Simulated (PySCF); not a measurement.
**Static response to an electric field**

Compound: C3H13OPSi2.
Structure used (PBE0-D3(BJ)/def2-SVP), in Å, numbered top down from 1:
```
atom  x, y, z in Å
C1    -1.8449   -0.7569    0.9665
C2    -1.2787   -0.0872   -0.2730
C3    -2.3386    0.6016   -1.1075
O4    -0.3138    0.8889    0.0811
Si5    1.1950    0.5675    0.7177
Si6    2.1307   -1.3490   -0.2749
P7     2.4057    2.4318    0.3266
H8    -1.0558   -1.2745    1.5351
H9    -2.6080   -1.5029    0.6985
H10   -2.3041   -0.0047    1.6264
H11   -0.7904   -0.8635   -0.8998
H12   -2.8398    1.3810   -0.5133
H13   -1.8804    1.0811   -1.9841
H14   -3.0953   -0.1176   -1.4545
H15    1.1584    0.3872    2.2066
H16    3.5326   -1.5113    0.2235
H17    1.3716   -2.6022    0.0363
H18    2.1725   -1.1774   -1.7614
H19    2.7481    2.0577   -1.0101
H20    3.5876    1.8531    0.8877
```

Level: PBE0/def2-SVPD (PySCF), static field, nuclei fixed, core orbitals frozen in the response. The polarisability tensor in these axes (au):

```
x   136.26   7.83   0.49
y     7.83 139.88   2.60
z     0.49   2.60 111.19
```

**Question.** Give the principal values, the mean and the anisotropy Δα = √{½[(α1 − α2)² + (α2 − α3)² + (α1 − α3)²]}.

**Answer.** Principal values 110.95, 130.12 and 146.26 au; mean 129.11 au = 19.13 Å³ = 21.29 × 10⁻⁴⁰ C²·m²/J; Δα = 30.61 au (24 % of the mean).

**Question.** What is the dipole moment, and where does it point?

**Answer.** (-0.58, -1.36, -0.22) D, 1.50 D in size, pointing from the negative to the positive side. Measured along this direction, the outermost atoms are H20 and P7 at the negative end and H9 at the positive end.

**Question.** Estimate the molar refractivity from the static electronic polarisability.

**Answer.** Lorentz–Lorenz: R = (4π/3)N_A α = 2.5225 cm³/(mol·Å³) × 19.13 Å³ = 48.3 cm³/mol, in the limit of long wavelengths.

**Question.** Rayleigh depolarisation ratio (linearly polarised light, static tensor)?

**Answer.** ρ = 3Δα²/(45ᾱ² + 4Δα²) = 2811.6/(750134 + 3748.8) = 0.00373.

**Question.** Traceless (Buckingham) quadrupole moment about the centre of nuclear charge: eigenvalues?

**Answer.** -7.46, 1.16, 6.30 D·Å. The values depend on the origin, since the dipole doesn't vanish. The electronic extent ⟨r²⟩ about the same centre is 1848 bohr², a root-mean-square distance of 2.51 Å for the 82 electrons.

**Question.** What would n − 1 = 2πNα be for an ideal gas of these molecules at 400 K and 1 atm, electronic part alone?

**Answer.** N = p/kT = 1.8347 × 10¹⁹ cm⁻³, so n − 1 = 2π × N × 19.13 × 10⁻²⁴ cm³ = 2206 × 10⁻⁶ at long wavelengths.

One conformer (not necessarily the lowest) at the PBE0-D3(BJ)/def2-SVP geometry, without solvent, vibrations or thermal averaging.

These values come from a run that also computed excited states and ΔSCF ions. On one thread, AMD EPYC (x86_64), shared host, this took 8.5 min wall and 1.0 GiB of memory at its peak.
